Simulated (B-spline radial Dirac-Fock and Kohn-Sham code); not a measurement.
# Run log: Br⁴⁺

ΔSCF core binding energies without Breit or QED terms, calculated with a radial atomic solver. Keys: rel is the Hamiltonian (dirac, or spin-free x2c and nr, where L3 and M5 stand for the whole 2p and 3d shells), method is hf or an exchange,correlation pair (spin-unpolarised, also for the hole states), nuc the nuclear model, radius_factor scales its radius, rmax is the box in bohr, h the logarithmic mesh step, order the B-spline order, points the quadrature points per cell, c_factor scales the speed of light, and damp, ndamp, maxit and tol steer the iteration. The run stops when the commutator error falls below 10·tol·max(1, Z/10), or the numerical noise floor, and the energy has settled to about 1e-8 Ha; the virial ratio is −V/T.

Input (task.json):

```json
{"items": [{"Z": 35, "q": 4, "cfg": [[1, 0, 2], [2, 0, 2], [2, 1, 6], [3, 0, 2], [3, 1, 6], [3, 2, 10], [4, 0, 2], [4, 1, 1]], "A": 79, "rrms": 4.1629, "do": "settings", "holes": ["K", "L3", "M5"],
  "settings": [{"rel": "dirac", "method": "hf", "nuc": "fermi", "radius_factor": 100.0, "rmax": 45.0, "h": 0.3, "order": 8, "points": 10, "c_factor": 1.0, "maxit": 60, "damp": 0.5, "ndamp": 3, "tol": 1e-08}]}]}
```

Command: `python xray2_run.py task.json out`

Ground-state iterations:

```
iter   energy (Ha)        error
   1    -2504.49531112  1.41e+00
   2    -2506.85667418  3.79e-01
   3    -2507.89221521  8.20e-02
   4    -2507.94126504  1.66e-02
   5    -2507.94287837  9.42e-03
   6    -2507.94360854  3.33e-04
   7    -2507.94360974  1.06e-04
   8    -2507.94360979  3.72e-06
   9    -2507.94360979  5.24e-07
  10    -2507.94360979  3.08e-08
```

The ground state converged in 10 iterations, with total energy -2507.94361 Ha, virial ratio 2.03720 and highest orbital energy -58.76 eV. ΔSCF binding energies: K (1s) 12488.0 eV, L3 (2p3/2) 1628.7 eV, M5 (3d5/2) 135.4 eV.

**Question.** One setting is unsound. Which, and why?

**Answer.** radius_factor inflates the nucleus far beyond its size, which weakens the binding of the inner electrons. With the default settings (Dirac Hartree-Fock): The ground state converged in 10 iterations, with total energy -2600.91608 Ha, virial ratio 1.97479 and highest orbital energy -58.30 eV. ΔSCF binding energies: K (1s) 13571.7 eV, L3 (2p3/2) 1619.4 eV, M5 (3d5/2) 133.7 eV.
